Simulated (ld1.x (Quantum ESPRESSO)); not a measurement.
**tantalum: one change to a TM potential, before and after**

ld1.x (Quantum ESPRESSO) 7.5 input, shortened:

```
&input
   title='Ta', zed=73., rel=1, dft='PZ', iswitch=3,
   config='[Xe] 4f14 5d3 6s0 6p0'
 /
 &inputp
   pseudotype=2, tm=.true., lloc=1,
   nlcc=.false.
 /
3
6S  1  0   0.00   0.00  2.10  2.10  0.0
5D  3  2   3.00   0.00  1.80  1.80  0.0
6P  2  1   0.00   0.00  2.55  2.55  0.0
 &test
   configts(1)='5d3 6s0 6p0'
 /
```

Change: core correction a·sin(br)/r model core inside 1.70 bohr.

Cutoffs: the cutoffs (Ry, on a coarse ladder) from which the occupation-weighted sum of valence levels, in a spherical-Bessel basis at the reference potential, stays within 10 and 1 mRy of its value at 400 Ry; they do not see the model core or the augmentation charge, which bear on the density cutoff. Errors are all-electron minus pseudo energies relative to the spin-unpolarised reference configuration.

**Question.** What does the change do?

**Answer.** The potential gets neither clearly harder nor softer (30 Ry and 35 Ry → 30 Ry and 35 Ry); both files keep a bound ghost (s); of the 9 tests that both files solve, the error grows in 3 and shrinks in 6 by more than 15 % and 0.3 meV (median size 53.2 → 50.0 meV). A model core, the more so a compact one, raises the density cutoff, which this test does not measure.

```csv
quantity,base,changed
"cutoff, loose",30 Ry,30 Ry
"cutoff, tight",35 Ry,35 Ry
bound ghosts,s,s
"error for 5d3 6s2 6p0, meV [ΔE -24.01 eV]",+93,-42
"error for 5d3 6s1 6p0, meV [ΔE -15.31 eV]",+39,-12
"error for 5d2 6s0 6p0, meV [ΔE 23.93 eV]",0.0,-184
"error for 5d3 6s0 6p2, meV [ΔE -15.22 eV]",+53,+13
"error for 5d4 6s0 6p0, meV [ΔE -13.84 eV]",-30,-102
"error for 5d4 6s1 6p0, meV [ΔE -21.92 eV]",-9.0,-122
"error for 5d3 6s1.5 6p0, meV [ΔE -20.45 eV]",+66,-27
"error for 5d3 6s0 6p0 (spin-polarised), meV [ΔE -1.35 eV]",+1856,+125
"error for 5d3 6s2 6p0 (spin-polarised), meV [ΔE -25.06 eV]",+1381,+50
s: phases at 2.76 bohr within 0.05 rad from the reference energy up to (Ry; the scan ends near 5),1.9,1.9
p: phases at 2.76 bohr within 0.05 rad from the reference energy up to (Ry; the scan ends near 5),-0.6,-0.6
d: phases at 2.76 bohr within 0.05 rad from the reference energy up to (Ry; the scan ends near 5),-0.1,-0.1
```

 A true bound ghost makes a file unfit for plane-wave use even where its test errors are small: the radial tests pick states by their node count and pass the ghost by.
